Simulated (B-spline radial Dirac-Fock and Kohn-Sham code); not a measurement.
# As²⁺ 2p1/2: cross section and angular parameters

System: As²⁺, configuration [Ar] 3d10 4s2 4p1; threshold 1388.1 eV (orbital energy of the model). Calculated with a radial B-spline solver, using Dirac-Hartree-Slater photoionisation with a Latter tail; cross sections with all multipoles, angular parameters from the dipole term and its interference with E2.

For linearly polarised light dσ/dΩ = σ/(4π) [1 + β P₂(cos θ) + (δ + γ cos²θ) sin θ cos φ], with θ from the polarisation vector and φ the angle between the beam and the projection of the electron momentum on the plane normal to the polarisation.

```
hν (eV)  σ (kb)      β       γ      δ
   1480     193  1.009  -0.155  0.006
   1960    94.1  1.405   0.047  0.020
   2000    89.2  1.413   0.068  0.021
   4140    11.5  1.353   0.803  0.057
 5414.7    5.12  1.259   1.043  0.079
   5560    4.72  1.249   1.066  0.082
   6190    3.39  1.206   1.158  0.093
   6240       ?      ?       ?      ?
   7840    1.60  1.104   1.347  0.123
 8047.8    1.47  1.092   1.367  0.127
  10700   0.584  0.960   1.568  0.174
  11700   0.435  0.918   1.627  0.192
  12000   0.400  0.906   1.644  0.197
  12900   0.314  0.872   1.690  0.212
  15000   0.189  0.802   1.780  0.247
```

Problem. Give the values at 6240 eV.

Solution. σ = 3.30 kb, β = 1.203, γ = 1.165, δ = 0.094.
